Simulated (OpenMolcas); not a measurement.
Fe V.

| Quantity | Value |
| --- | --- |
| Program | OpenMolcas |
| Method | RASSCF |
| Basis | ANO-RCC-VQZP [7s6p4d3f2g1h] |
| Scalar Hamiltonian | DKH2, point nucleus |
| Active space | 10 electrons in 8 orbitals (RAS1 3p, at most 2 holes; RAS2 3d) |
| State averaging | 2S+1 = 5 even, 5 roots; 2S+1 = 3 even, 45 roots; 2S+1 = 1 even, 44 roots |
| Spin-orbit coupling | RASSI with atomic mean-field integrals over the reference wave functions, term energies averaged over their components |

Levels without dynamic correlation, in cm⁻¹ above 3d⁴ ⁵D₀:

| Level | E |
| --- | --- |
| 3d⁴ ³P₀(1) | 25344 |
| 3d⁴ ³H₄ | 29247 |
| 3d⁴ ³F₂(1) | 29808 |
| 3d⁴ ³G₃ | 34832 |

On this reference, MS-RASPT2, IPEA 0.25 Eh, imaginary shift 0.1 Eh (closed shells correlated: 3s) puts 3d⁴ ³P₀(1) at 24670 cm⁻¹.

Question: Estimate the other levels at that method by one scale factor, and say how well it serves.

Answer: The factor is 24670 / 25344 = 0.973. Scaled values beside those that MS-RASPT2 gives and measured ones (Corliss and Sugar, J. Phys. Chem. Ref. Data 11, 135 (1982)):
```json
{"Level": "3d⁴ ³H₄", "Scaled": "28457", "MS-RASPT2": "25180", "Miss (%)": "+13.0", "Measured": "24932"}
{"Level": "3d⁴ ³F₂(1)", "Scaled": "29003", "MS-RASPT2": "27390", "Miss (%)": "+5.9", "Measured": "26761"}
{"Level": "3d⁴ ³G₃", "Scaled": "33892", "MS-RASPT2": "30540", "Miss (%)": "+11.0", "Measured": "29817"}
```
For these levels the scaled values miss MS-RASPT2 by up to 13.0 %, as correlation changes each term by its own factor, spin-orbit parts do not scale and CASPT2 has its own spread within terms. This holds within one configuration; levels of others move differently, and the target method has errors of its own against measurement.

Term energies are means over components that CASPT2 splits; among the terms shown or strongly mixed into the levels shown the widest spread is 380 cm-1 (3d⁴ ³H, MS-RASPT2). Active for correlation alone: 3p; no level in the range computed is led by a configuration that opens it, so any true level of that kind is missing. Without dynamic correlation excited terms often stand tens of per cent too high (terms of higher spin than the ground term too low), and those without a measured partner can miss by more than the paired ones (holds for RASSCF). Measured partners are found by configuration, term and J. A level has none where our copy of the source lacks it or the pairing is in doubt (some pairs that miss far off the trend of their configuration count as doubtful), and it then counts in no deviation. Only configurations of the active space appear.

A number in round brackets counts repeated terms of one configuration in the order of the reference energies.
